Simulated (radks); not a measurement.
Q: The mean radii <r> (bohr) of the occupied orbitals of an atom or ion are listed with their occupations. Calculated with a radial shooting solver on a logarithmic mesh with Libxc functionals: Dirac Kohn-Sham, PBE, spin-unpolarised, spherical densities, finite nucleus; Fermi nuclear charge, rms radius of each element as measured or else 0.836 A^(1/3) + 0.57 fm.

orbital  occ.      <r>
1s1/2       2  0.01795

Name the element and its charge. Open shells, if any, fill j = l - 1/2 first.

A: Z = 75, rhenium, charge +73: Re73+ in [He]. The 1s radius gives Z: for a bare nucleus <r> = (2 gamma + 1)/(2Z) with gamma = sqrt(1 - (Z/c)^2), 0.01783 bohr for Z = 75, and screening makes it slightly larger (0.01795 here). The occupations add up to 2, and the charge is Z minus that.
